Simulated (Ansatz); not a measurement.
Consider the atomization: `C[CH2][Sn][CH3]` → 3 C• + 8 H• + Sn•.

Computed with Ansatz on PBE0-D4/def2-TZVP structures; ΔE is electronic, products minus reactants. CBS: MP2 limit from def2 TZ/QZ plus the TZ coupled-cluster correction, frozen cores. This one scheme is used for every species, atoms too. For atomizations the MP2-based limit and the directly extrapolated one differ by several kJ/mol either way, and by 10 to 25 for some Ge, Se and Sn compounds, so smaller differences from it don't rank the levels. DFT in def2-TZVPP. B3LYP here is the variant with VWN-RPA as its local correlation; programs differ in this. No spin–orbit coupling; open shells (•) take unrestricted orbitals. Spin–orbit coupling would lower the free atoms: a little for C; strongly for Sn. def2 core potentials past Kr. Bonds to Sn are less sure, by a few kJ/mol each and by 10 to 20 or more in all where they break to atoms, as the def2 sets lack core-valence functions. Each species was taken in one conformer, which may not be the lowest.

**Question.** What is ΔE at CCSD(T)/CBS? (Estimate.)

**Answer.** The calculation gave: +1026.3 kcal/mol.

**Question.** What do these levels give: r2SCAN0-D4, BHLYP-D4, ωB97X-V, B3LYP, r2SCAN0, SCS-MP2/def2-QZVPP? (An estimate is asked.)

**Answer.** Ansatz gave: r2SCAN0-D4 1013.7, BHLYP-D4 1002.6, ωB97X-V 1024.5, B3LYP 1015.5, r2SCAN0 1012.0, SCS-MP2/def2-QZVPP 1021.8 kcal/mol.

Largest T1 diagnostic among the species: 0.013.

From BLYP to BHLYP (50 % exact exchange), in def2-TZVPP and without D4, ΔE moves by −12.1 kcal/mol: exact exchange takes away binding that semilocal exchange gives to molecules. Leaving LDA and LC-ωPBE aside and taking each functional with its dispersion term where it has one, the values, not all of them listed here, spread over 35.2 kcal/mol, from BHLYP-D4 to PBE-D4. LDA lies +123.2 kcal/mol from PBE without D4, its usual overbinding.
